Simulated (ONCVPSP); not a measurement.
# What one change does to a pseudopotential (Br (Z = 35), ONCV)

* Element: Br
* Generator: ONCVPSP 4.0.1
* Type: optimised norm-conserving Vanderbilt (ONCV)
* Functional: LDA (Perdew-Wang 92)
* Relativity: scalar-relativistic
* Frozen core: [Ar] 3d10
* Valence charge: 7
* Reference configuration: 4s1 4p6
* Partial waves: 4s: rc 1.45 bohr, ncon 3, nbas 6, qcut 5.1 1/bohr, 2 projectors, debl 0.9 Ha; 4p: rc 1.20 bohr, ncon 4, nbas 9, qcut 6.8 1/bohr, 3 projectors, debl 2.1 Ha
* Local potential: polynomial inside 1.10 bohr (lpopt 3, dvloc0 3 Ha)
* Core correction: Teter function, fcfact 4.5, rcfact 1.5

All-electron outer shells of the reference configuration (LDA (PZ), scalar-relativistic, ld1.x):

```csv
shell,level (eV),outermost node (bohr),outermost maximum (bohr)
3p,-174.76,0.21,0.48
3d,-68.53,–,0.43
4s,-21.12,0.67,1.41
4p,-8.60,0.70,1.64
```

Change: s: rc 1.06; local potential polynomial inside 1.06 bohr (lpopt 3, dvloc0 3 Ha).

Cutoffs: the cutoffs (Ha) at which the residual kinetic energy of the hardest occupied pseudo-wave falls to 1 and 0.1 mHa per electron; they do not see the model core or the augmentation charge, which bear on the density cutoff. Errors are all-electron minus pseudo energies relative to the spin-unpolarised reference configuration.

Question: Predict the effect on cutoff, ghosts and configuration errors.

Answer: The potential gets neither clearly harder nor softer (96 Ha and 187 Ha → 96 Ha and 187 Ha); the bound ghosts move from p to p, s; of the 4 tests that both files solve, the error grows in 0 and shrinks in 2 by more than 15 % and 0.3 meV (median size 15.7 → 13.5 meV).

```tsv
quantity	base	changed
cutoff, loose	96 Ha	96 Ha
cutoff, tight	187 Ha	187 Ha
loose cutoff by channel	s 13 Ha, p 96 Ha	s 96 Ha, p 96 Ha
bound ghosts	p	s, p
GHOST(+) flags under 300 eV	s at 143.0 eV	none
error for 4s2 4p5, meV [ΔE -12.42 eV]	-1.8	-1.4
error for 4s2 4p4, meV [ΔE 0.28 eV]	-4.2	-2.9
error for 4s2 4p3, meV [ΔE 23.22 eV]	-27	-24
error for 4s2 4p2, meV [ΔE 57.44 eV]	-97	-91
p: phases at 1.22 bohr within 0.05 rad from the reference energy up to (Ha; the scan ends near 5)	to the end of the scan	to the end of the scan
rms error of d²Exc/dni dnj with the model core, mHa	0.68	0.79
```

 A true bound ghost makes a file unfit for plane-wave use even where its test errors are small: the radial tests pick states by their node count and pass the ghost by.
